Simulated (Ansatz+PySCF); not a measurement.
Results of a calculation; reference values are marked as such.
Input for Ansatz (development build ahead of 0.2.0):

```yaml
crystal:
  periodic: [false, false, false]
  atoms:
    - { symbol: Be, position_ang: [0.0, 0.0, -2.67694] }
    - { symbol: O, position_ang: [0.0, 0.0, 1.33847] }
basis:
  gaussian: { orbitals: cc-pVDZ }
hamiltonian:
  xc: { name: wB97X }
scf:
  omitted_lower_state_checks: [stability, starts, atomic_configurations, cluster_reference, orbital_swaps, given_window_search, neighbouring_geometries, increment]
```

The input is written out in the form of the current development build from the run's settings.

The run gave:

- Converged: yes
- Total energy: -89.61165 hartree
- Spin squared of the determinant: 0.000
- Occupied orbitals by symmetry in an Abelian subgroup (alpha; beta): 4 A1 1 B1 1 B2; 4 A1 1 B1 1 B2

Caution: charge can spread falsely over distant fragments; another spin multiplicity may lie lower; an unrestricted determinant lies well below.
